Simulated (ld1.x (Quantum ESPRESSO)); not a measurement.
What one change does to a pseudopotential (Tl, TM)

```
Element                 : Tl (Z = 81)
Generator               : ld1.x (Quantum ESPRESSO) 7.5
Type                    : norm-conserving Troullier–Martins (Kleinman–Bylander form)
Functional              : PBEsol
Relativity              : scalar-relativistic
Frozen core             : [Xe] 4f14 5d10
Valence charge          : 3
Reference configuration : 6s2 6p0.75 (charge +0.25)
Partial waves           : 6p (bound): rc 3.00 bohr; 6d channel at -0.2 Ry: rc 2.30 bohr; 6s (bound): rc 1.70 bohr
Local potential         : the s channel
Core correction         : none
```

Change: wave 6p (bound): rc 3.00 bohr becomes 6p (bound): rc 3.60 bohr.

Cutoffs: the cutoffs (Ry, on a coarse ladder) from which the occupation-weighted sum of valence levels, in a spherical-Bessel basis at the reference potential, stays within 10 and 1 mRy of its value at 400 Ry; they do not see the model core or the augmentation charge, which bear on the density cutoff. Errors are all-electron minus pseudo energies relative to the spin-unpolarised reference configuration.

Problem. What does the change do?

Solution. The potential gets neither clearly harder nor softer (30 Ry and 80 Ry → 30 Ry and 80 Ry); both files keep a bound ghost (d); of the 7 tests that both files solve, the error grows in 2 and shrinks in 1 by more than 15 % and 0.3 meV (median size 5.5 → 5.4 meV).

```tsv
quantity	base	changed
cutoff, loose	30 Ry	30 Ry
cutoff, tight	80 Ry	80 Ry
bound ghosts	d	d
error for 6s2 6p1, meV [ΔE -0.75 eV]	+1.6	+1.6
error for 6s2 6p0, meV [ΔE 4.40 eV]	+19	+17
error for 6s1 6p0, meV [ΔE 25.24 eV]	+44	+31
error for 6s0 6p3, meV [ΔE 14.54 eV]	+157	+183
error for 6s1 6p1, meV [ΔE 12.76 eV]	-1.7	+5.1
error for 6s2 6p1.3, meV [ΔE -1.24 eV]	+5.5	+5.4
error for 6s2 6p0.5, meV [ΔE 1.09 eV]	+1.2	+1.1
```

 A true bound ghost makes a file unfit for plane-wave use even where its test errors are small: the radial tests pick states by their node count and pass the ghost by.
